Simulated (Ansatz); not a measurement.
Si₃S₄⁻. Charge -1, multiplicity 2. Geometry PBE-D4/def2-SVPD.

```xyz
7

Si   -1.311   -0.585    1.069
Si    1.562   -0.226   -1.536
Si   -0.019    1.493   -0.668
S     0.509    0.458    1.356
S     3.444    0.504   -1.750
S    -2.230   -1.857    2.299
S    -1.956    0.212   -0.772
```

Another isomer (doublet) lies 0.88 eV lower at PBE0-D4/def2-TZVPD; other spin states weren't run for this one.

**Question.** Estimate the α-spin orbital energies around the gap (eV) in Ansatz with HF/def2-TZVPD, LDA (SPW92)/def2-TZVPD, PBE-D4/def2-TZVPD, r2SCAN-D4/def2-TZVPD, PBE0-D4/def2-TZVPD.

**Answer.** 
| orbital | HF/def2-TZVPD | LDA (SPW92)/def2-TZVPD | PBE-D4/def2-TZVPD | r2SCAN-D4/def2-TZVPD | PBE0-D4/def2-TZVPD |
| --- | --- | --- | --- | --- | --- |
| HOMO−5 | -7.00 | -3.36 | -3.22 | -3.51 | -4.37 |
| HOMO−4 | -6.54 | -3.10 | -2.95 | -3.22 | -4.05 |
| HOMO−3 | -6.37 | -2.90 | -2.76 | -3.01 | -3.81 |
| HOMO−2 | -6.04 | -2.80 | -2.66 | -2.91 | -3.75 |
| HOMO−1 | -5.79 | -2.51 | -2.39 | -2.60 | -3.43 |
| HOMO | -4.30 | -1.02 | -0.97 | -1.22 | -1.91 |
| LUMO | 3.56 | 0.35 | 0.53 | 0.62 | 1.22 |
| LUMO+1 | 3.66 | 0.86 | 1.03 | 1.15 | 1.73 |
| LUMO+2 | 3.88 | 0.96 | 1.17 | 1.36 | 1.92 |
| LUMO+3 | 4.07 | 1.46 | 1.65 | 1.89 | 2.35 |
| LUMO+4 | 4.21 | 1.86 | 2.01 | 2.32 | 2.61 |
| LUMO+5 | 4.37 | 2.48 | 2.55 | 2.97 | 3.01 |
| β HOMO | -5.00 | -2.31 | -2.16 | -2.31 | -3.02 |
| β LUMO | 3.18 | -0.57 | -0.31 | -0.18 | 0.32 |
